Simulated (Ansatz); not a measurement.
Ansatz (an electronic-structure program) input (B3LYP-D3(BJ)/def2-TZVP):

Ansatz 0.2 input:
```yaml
crystal:
  periodic: [false, false, false]
  atoms:
    - {symbol: Li, position_ang: [-0.00000000, -0.00000000, -1.22408035]}
    - {symbol: O, position_ang: [0.00000000, 0.00000000, 0.45903013]}
basis:
  gaussian:
    orbitals: def2-TZVP
hamiltonian:
  xc: b3lyp
  dispersion: d3bj
magnetization: {spin_polarized: true, initial_magnetization: 1}
phonons: {temperatures: {t_min: 298.15, t_max: 298.15, t_step: 100}}
```

Output:

```
Functional definition: B3LYP
integrals: 0.00 GiB planned
280 factors; their error is unknown
mean field: 0.09 GiB planned
mean field evaluation 1: about -2247.1458 eV, gradient 3.2e1 eV
mean field evaluation 2: about -2177.1734 eV, gradient 1.0e2 eV
mean field evaluation 4: about -2250.9774 eV, gradient 9.1e-1 eV
mean field evaluation 8: about -2250.9839 eV, gradient 7.5e-3 eV
mean field evaluation 16: about -2250.9839 eV, gradient 1.5e-5 eV
mean field -2250.98391688 eV, -82.7221331738 hartree, gradient 1.5e-5 eV, S^2 0.753676; 1 other end points of the search recorded, 0 dependent functions left out
the calculation of the forces begins
reference -2250.98410184 eV, -82.7221399709 hartree; 6, 5 occupied and 39, 40 virtual orbitals, 280 factors
these checks for a lower state are left out or cut short: stability, starts, cluster_reference, orbital_swaps, neighbouring_geometries, increment
integrals: 0.00 GiB planned
280 factors; their error is unknown
mean field: 0.09 GiB planned
mean field -2250.98391688 eV, -82.7221331738 hartree, gradient 2.6e-7 eV, S^2 0.753676; 0 other end points of the search recorded, 0 dependent functions left out
the calculation of the forces begins
reference -2250.98410184 eV, -82.7221399709 hartree; 6, 5 occupied and 39, 40 virtual orbitals, 280 factors
these checks for a lower state are left out or cut short: stability, starts, cluster_reference, orbital_swaps, neighbouring_geometries, increment
integrals: 0.00 GiB planned
280 factors; their error is unknown
mean field: 0.09 GiB planned
mean field evaluation 32: about -2250.9839 eV, gradient 1.8e-2 eV
mean field -2250.98391688 eV, -82.7221331738 hartree, gradient 2.6e-7 eV, S^2 0.753676; 0 other end points of the search recorded, 0 dependent functions left out
the calculation of the forces begins
reference -2250.98410184 eV, -82.7221399709 hartree; 6, 5 occupied and 39, 40 virtual orbitals, 280 factors
these checks for a lower state are left out or cut short: stability, starts, cluster_reference, orbital_swaps, neighbouring_geometries, increment
integrals: 0.00 GiB planned
280 factors; their error is unknown
mean field: 0.09 GiB planned
mean field -2250.98391688 eV, -82.7221331738 hartree, gradient 3.1e-7 eV, S^2 0.753676; 0 other end points of the search recorded, 0 dependent functions left out
the calculation of the forces begins
reference -2250.98410184 eV, -82.7221399709 hartree; 6, 5 occupied and 39, 40 virtual orbitals, 280 factors
these checks for a lower state are left out or cut short: stability, starts, cluster_reference, orbital_swaps, neighbouring_geometries, increment
integrals: 0.00 GiB planned
280 factors; their error is unknown
mean field: 0.09 GiB planned
mean field -2250.98391688 eV, -82.7221331738 hartree, gradient 3.1e-7 eV, S^2 0.753676; 0 other end points of the search recorded, 0 dependent functions left out
the calculation of the forces begins
reference -2250.98410184 eV, -82.7221399709 hartree; 6, 5 occupied and 39, 40 virtual orbitals, 280 factors
these checks for a lower state are left out or cut short: stability, starts, cluster_reference, orbital_swaps, neighbouring_geometries, increment
integrals: 0.00 GiB planned
280 factors; their error is unknown
mean field: 0.09 GiB planned
mean field -2250.98387801 eV, -82.7221317452 hartree, gradient 1.3e-6 eV, S^2 0.753666; 0 other end points of the search recorded, 0 dependent functions left out
the calculation of the forces begins
reference -2250.98406298 eV, -82.7221385429 hartree; 6, 5 occupied and 39, 40 virtual orbitals, 280 factors
these checks for a lower state are left out or cut short: stability, starts, cluster_reference, orbital_swaps, neighbouring_geometries, increment
integrals: 0.00 GiB planned
280 factors; their error is unknown
mean field: 0.09 GiB planned
mean field evaluation 64: about -2250.9839 eV, gradient 2.9e-6 eV
mean field -2250.98387989 eV, -82.7221318142 hartree, gradient 2.9e-6 eV, S^2 0.753686; 0 other end points of the search recorded, 0 dependent functions left out
the calculation of the forces begins
reference -2250.98406483 eV, -82.7221386108 hartree; 6, 5 occupied and 39, 40 virtual orbitals, 280 factors
these checks for a lower state are left out or cut short: stability, starts, cluster_reference, orbital_swaps, neighbouring_geometries, increment
integrals: 0.00 GiB planned
280 factors; their error is unknown
mean field: 0.09 GiB planned
mean field -2250.98391688 eV, -82.7221331738 hartree, gradient 2.6e-7 eV, S^2 0.753676; 0 other end points of the search recorded, 0 dependent functions left out
the calculation of the forces begins
reference -2250.98410184 eV, -82.7221399709 hartree; 6, 5 occupied and 39, 40 virtual orbitals, 280 factors
these checks for a lower state are left out or cut short: stability, starts, cluster_reference, orbital_swaps, neighbouring_geometries, increment
integrals: 0.00 GiB planned
280 factors; their error is unknown
mean field: 0.09 GiB planned
mean field -2250.98391688 eV, -82.7221331738 hartree, gradient 2.6e-7 eV, S^2 0.753676; 0 other end points of the search recorded, 0 dependent functions left out
the calculation of the forces begins
reference -2250.98410184 eV, -82.7221399709 hartree; 6, 5 occupied and 39, 40 virtual orbitals, 280 factors
these checks for a lower state are left out or cut short: stability, starts, cluster_reference, orbital_swaps, neighbouring_geometries, increment
integrals: 0.00 GiB planned
280 factors; their error is unknown
mean field: 0.09 GiB planned
mean field -2250.98391688 eV, -82.7221331738 hartree, gradient 3.1e-7 eV, S^2 0.753676; 0 other end points of the search recorded, 0 dependent functions left out
the calculation of the forces begins
reference -2250.98410184 eV, -82.7221399709 hartree; 6, 5 occupied and 39, 40 virtual orbitals, 280 factors
these checks for a lower state are left out or cut short: stability, starts, cluster_reference, orbital_swaps, neighbouring_geometries, increment
integrals: 0.00 GiB planned
280 factors; their error is unknown
mean field: 0.09 GiB planned
mean field -2250.98391688 eV, -82.7221331738 hartree, gradient 3.1e-7 eV, S^2 0.753676; 0 other end points of the search recorded, 0 dependent functions left out
the calculation of the forces begins
reference -2250.98410184 eV, -82.7221399709 hartree; 6, 5 occupied and 39, 40 virtual orbitals, 280 factors
these checks for a lower state are left out or cut short: stability, starts, cluster_reference, orbital_swaps, neighbouring_geometries, increment
integrals: 0.00 GiB planned
280 factors; their error is unknown
mean field: 0.09 GiB planned
mean field evaluation 96: about -2250.9839 eV, gradient 2.5e-5 eV
mean field -2250.98387989 eV, -82.7221318142 hartree, gradient 2.9e-6 eV, S^2 0.753686; 0 other end points of the search recorded, 0 dependent functions left out
the calculation of the forces begins
reference -2250.98406483 eV, -82.7221386108 hartree; 6, 5 occupied and 39, 40 virtual orbitals, 280 factors
these checks for a lower state are left out or cut short: stability, starts, cluster_reference, orbital_swaps, neighbouring_geometries, increment
integrals: 0.00 GiB planned
280 factors; their error is unknown
mean field: 0.09 GiB planned
mean field -2250.98387801 eV, -82.7221317452 hartree, gradient 1.3e-6 eV, S^2 0.753666; 0 other end points of the search recorded, 0 dependent functions left out
the calculation of the forces begins
reference -2250.98406298 eV, -82.7221385429 hartree; 6, 5 occupied and 39, 40 virtual orbitals, 280 factors
Total energy: -2251.00177421 eV, -82.7227894184 hartree
Atom 0 at    -0.000000    -0.000000    -1.224080 Å, force    -0.000000     0.000000    -0.000031 eV/Å
Atom 1 at     0.000000     0.000000     0.459030 Å, force     0.000000    -0.000000     0.000031 eV/Å
Dipole moment:    -0.000000    -0.000000    -1.334249 e Å
Vibrations: 825.89 cm⁻¹, zero-point energy 0.051199 eV
```
